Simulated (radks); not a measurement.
Values are calculated unless marked as measured or tabulated.
Initial-state core-level shifts of the tungsten ion W+ when its valence configuration changes from [Xe] 4f14 5d4 6s1. Level of theory: scalar-relativistic Kohn-Sham, r2SCAN, spin-polarised, spherical densities, finite nucleus; open shells are filled with parallel spins first (spin-orbit coupling, left out, can overturn this in heavy ions); meta-GGA in the generalised Kohn-Sham scheme; Fermi nuclear charge, rms radius 5.3658 fm (a radial shooting solver on a logarithmic mesh with Libxc functionals). Shifts are changes of the shell-averaged eigenvalues in eV (positive: less bound); the change of the density at the nucleus, which sets a Mossbauer isomer shift, is in e/bohr^3, on a base of 1.515e+06.

\begin{tabular}{lrrrrr}
valence & 1s & 2s & 4p & 5s & density at nucleus \\ \hline
4f13 5d4 6s1 6p1 & -14.323 & -15.287 & -15.107 & -8.644 & +101.7 \\
4f14 5d3.5 6s1.5 & -1.606 & -1.655 & -1.636 & -1.571 & +46.5 \\
4f14 5d3.5 6s1 6p0.5 & -2.218 & -2.264 & -2.251 & -2.212 & +6.0 \\
4f14 5d4 6p1 & -1.538 & -1.510 & -1.520 & -1.524 & -103.9 \\
4f13 5d3.5 6s1.5 6p1 & -16.191 & -17.215 & -16.995 & -10.412 & +158.7 \\
4f14 5d3 6s1 6p1 & -4.458 & -4.554 & -4.520 & -4.427 & +13.1 \\
4f13.5 5d4 6s1 6p0.5 & -7.028 & -7.495 & -7.437 & -4.288 & +49.2 \\
4f14 5d3 6s2 & -3.169 & -3.272 & -3.232 & -3.101 & +100.2 \\
4f13 5d1.5 6s1.5 6p3 & -26.006 & -27.308 & -26.864 & -19.681 & +218.6 \\
\end{tabular}
